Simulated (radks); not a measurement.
Ne+, 9 electrons, occupied as [He] 2p6 2s(up 0.75, down 0.25) (fractional occupations, a model configuration).

Method: non-relativistic Kohn-Sham, PBE, spin-polarised, spherical densities, point nucleus; computed with a radial shooting solver on a logarithmic mesh with Libxc functionals.

Energy parts (eV):
part                     energy
total                 -3461.030
kinetic                3453.678
electron-nucleus      -8193.268
Hartree                1597.972
exchange-correlation   -319.412

Orbitals (lengths in bohr, moments of r in powers of bohr):
| orbital | occ. | eigenvalue (eV) | <1/r> |
|---|---|---|---|
| 1s up | 1 | -852.4730 | 9.609 |
| 1s down | 1 | -851.9410 | 9.607 |
| 2s up | 0.75 | -56.2693 | 1.689 |
| 2s down | 0.25 | -55.1173 | 1.681 |
| 2p up | 3 | -32.9122 | 1.539 |
| 2p down | 3 | -31.8987 | 1.530 |

The highest occupied level is 2p down at -31.899 eV. The spin density at the nucleus is 9.077 e/bohr^3 (1s 0.180, 2s 8.897), a Fermi contact field of 476 T.
